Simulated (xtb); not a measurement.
H5InSi, SMILES [SiH3][InH2]. All values are semi-empirical tight-binding results from xtb (GFN2-xTB unless named), good for trends rather than for accurate numbers. Coordinates come from a GFN2-xTB optimisation.

Optimised geometry:

Bonds (Å): In1–H2 1.777, In1–H3 1.777, In1–Si4 2.591, Si4–H5 1.474, Si4–H6 1.474, Si4–H7 1.474. Angles (°): H2–In1–H3 106.0, H2–In1–Si4 127.4, H3–In1–Si4 126.6, In1–Si4–H5 111.5, In1–Si4–H6 110.2, In1–Si4–H7 111.2, H5–Si4–H6 107.9, H5–Si4–H7 107.7, H6–Si4–H7 108.0.

For metal compounds this method's bond lengths and energies can be far off.

Computed properties:
```json
{
 "orbital_gap": "3.68 eV",
 "zero_point_energy": "19.7 kcal/mol",
 "G − E(el) at 298.15 K (modified RRHO)": "0.8 kcal/mol"
}
```

Computed atomic charges and the Wiberg bond orders between heavy atoms:
charges (e) In1 0.07, H2 -0.14, H3 -0.14, Si4 0.42, H5 -0.07, H6 -0.07, H7 -0.07. Bond orders In1–Si4 0.73.
